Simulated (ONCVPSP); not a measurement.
# Before and after: ONCV potential for chlorine

- Element: Cl (Z = 17)
- Generator: ONCVPSP 4.0.1
- Type: optimised norm-conserving Vanderbilt (ONCV)
- Functional: LDA (Perdew-Wang 92)
- Relativity: scalar-relativistic
- Frozen core: [He]
- Valence charge: 15
- Reference configuration: 2s2 2p6 3s2 3p5
- Partial waves: 2s+3s: rc 0.80 bohr, ncon 4, nbas 7, qcut 18.4 1/bohr, 2 projectors; 2p+3p: rc 0.65 bohr, ncon 4, nbas 8, qcut 25.2 1/bohr, 2 projectors
- Local potential: polynomial inside 0.55 bohr (lpopt 5, dvloc0 0 Ha)
- Core correction: polynomial model core, fcfact 0.2

All-electron outer shells of the reference configuration (LDA (PZ), scalar-relativistic, ld1.x):

```json
{"shell": "1s", "level (eV)": "-2741.96", "outermost node (bohr)": "–", "outermost maximum (bohr)": "0.06"}
{"shell": "2s", "level (eV)": "-251.73", "outermost node (bohr)": "0.12", "outermost maximum (bohr)": "0.36"}
{"shell": "2p", "level (eV)": "-191.63", "outermost node (bohr)": "–", "outermost maximum (bohr)": "0.30"}
{"shell": "3s", "level (eV)": "-20.69", "outermost node (bohr)": "0.56", "outermost maximum (bohr)": "1.27"}
{"shell": "3p", "level (eV)": "-8.70", "outermost node (bohr)": "0.53", "outermost maximum (bohr)": "1.43"}
```

Change: s: rc 0.68.

Cutoffs: the cutoffs (Ha) at which the residual kinetic energy of the hardest occupied pseudo-wave falls to 1 and 0.1 mHa per electron; they do not see the model core or the augmentation charge, which bear on the density cutoff. Errors are all-electron minus pseudo energies relative to the spin-unpolarised reference configuration.

Problem. What does the change do?

Solution. The potential gets neither clearly harder nor softer (222 Ha and 252 Ha → 222 Ha and 252 Ha); the p channel sets the loose cutoff, while the largest relative change is in s, which becomes harder; of the 4 tests that both files solve, the error grows in 1 and shrinks in 0 by more than 15 % and 0.3 meV (median size 2.7 → 2.6 meV); neither file shows a bound ghost.

| quantity | base | changed |
| --- | --- | --- |
| cutoff, loose | 222 Ha | 222 Ha |
| cutoff, tight | 252 Ha | 252 Ha |
| loose cutoff by channel | s 75 Ha, p 222 Ha | s 113 Ha, p 222 Ha |
| bound ghosts | none | none |
| GHOST(+) flags under 300 eV | none | none |
| error for 2s2 2p6 3s2 3p4, meV [ΔE 13.97 eV] | +1.3 | +1.3 |
| error for 2s2 2p6 3s2 3p3, meV [ΔE 39.50 eV] | +4.1 | +3.9 |
| error for 2s2 2p6 3s2 3p2, meV [ΔE 77.89 eV] | +10 | +9.7 |
| error for 2s2 2p6 3s1 3p5, meV [ΔE 26.57 eV] | -0.2 | +1.1 |
| p: phases at 0.66 bohr within 0.05 rad from the reference energy up to (Ha; the scan ends near 5) | to the end of the scan | to the end of the scan |
| rms error of d²Exc/dni dnj with the model core, mHa | 2.21 | 2.15 |
